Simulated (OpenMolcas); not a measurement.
# N2+, P2+, As2+, Sb2+, Bi2+: ns2 np down the group

```
Program             : OpenMolcas
Method              : CASSCF
Basis               : ANO-RCC-VTZP
Scalar Hamiltonian  : DKH2, point nucleus
Spin-orbit coupling : RASSI with atomic mean-field integrals over the reference wave functions, term energies averaged over their components
```

Active space for each ion: 3 electrons in 8 orbitals (s p s p).

Computed levels in cm-1 above 2P* 1/2:

```csv
Level,N2+,P2+,As2+,Sb2+,Bi2+
2P* 3/2,168,487,2626,5855,16732
weight of 2P* in the lowest level (%),100,100,100,100,100
```

Measured, with the error of the calculation in %. Measured levels: N2+ from Moore, Selected Tables of Atomic Spectra, NSRDS-NBS 3, section 5; P2+ from Martin, Zalubas and Musgrove, J. Phys. Chem. Ref. Data 14, 751 (1985); As2+ from Moore, Atomic Energy Levels, vol. II, NSRDS-NBS 35 (1971 reprint of NBS Circular 467, 1952); Sb2+, Bi2+ from Moore, Atomic Energy Levels, vol. III, NSRDS-NBS 35 (1971 reprint of NBS Circular 467, 1958).

| Level | N2+ | P2+ | As2+ | Sb2+ | Bi2+ |
| --- | --- | --- | --- | --- | --- |
| 2P* 3/2 | 174 (-3.9) | 559 (-12.9) | 2940 (-10.7) | 6576 (-11.0) | 20788 (-19.5) |

The fine-structure level 2P* 3/2 changes by a factor of 99.6 from N2+ to Bi2+.

Active for correlation alone: 3p 3s; no level in the range computed is led by a configuration that fills them, so any true level of that kind is missing (holds for N2+). The run also gave levels led by 3s2 4p, which use shells meant for correlation; these and all levels above them are left out (holds for P2+). The run also gave levels led by 4s2 5p, which use shells meant for correlation; these and all levels above them are left out (holds for As2+). The run also gave levels led by 5s2 6p, which use shells meant for correlation; these and all levels above them are left out (holds for Sb2+). The run also gave levels led by 6s2 7s, which use shells meant for correlation; these and all levels above them are left out (holds for Bi2+). Measured partners are found by configuration, term and J. A level has none where our copy of the source lacks it or the pairing is in doubt (some pairs that miss far off the trend of their configuration count as doubtful), and it then counts in no deviation. Levels of configurations outside the active space are missing.

* marks odd parity.
